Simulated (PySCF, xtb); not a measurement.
B(H)(Cl)(OEt) (C₂H₆BClO), SMILES B(OCC)Cl.

GFN2-xTB (xtb 6.7.1) at its own geometry gives an orbital gap of 5.37 eV and a dipole moment of 4.16 D.

Geometry: PBE0-D3(BJ)/def2-SVP. This is a generated structure with no PubChem entry under its InChIKey; it may be hypothetical. The values are those of a single conformer.

Q: What does PBE/def2-TZVP run with PySCF give? (An estimate is asked for; the answer gives what the named calculation found.)

A: gap 6.04 eV (levels -7.29 and -1.25 eV), dipole 2.72 D.
